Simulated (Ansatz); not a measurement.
Cartesian coordinates in Å:
```
B -1.494 0.855 -0.621
C -0.416 0.808 0.498
F -0.112 2.077 1.000
C 0.896 0.112 0.138
C 0.751 -1.384 -0.080
H -1.994 1.886 -0.950
H -1.839 -0.169 -1.132
H -0.869 0.244 1.334
H 1.331 0.587 -0.747
H 1.590 0.305 0.962
H 0.330 -1.873 0.802
H 0.101 -1.613 -0.927
H 1.724 -1.837 -0.276
```

The species carries charge 0 and has multiplicity 1.

Problem. List the ωB97M-V/def2-TZVPP orbital energies in eV (Ansatz). (Estimate.)

Solution. The calculation gave: Occupied: -676.82, -283.06, -281.70, -281.39, -188.11, -35.70, -25.02, -22.01, -19.76, -17.29, -16.50, -15.55, -15.00, -14.51, -13.67, -12.83, -12.47, -12.16, -11.70, -10.93. Lowest empty: 0.20, 2.54, 3.16, 3.31, 3.57, 4.01, 4.43, 4.63.
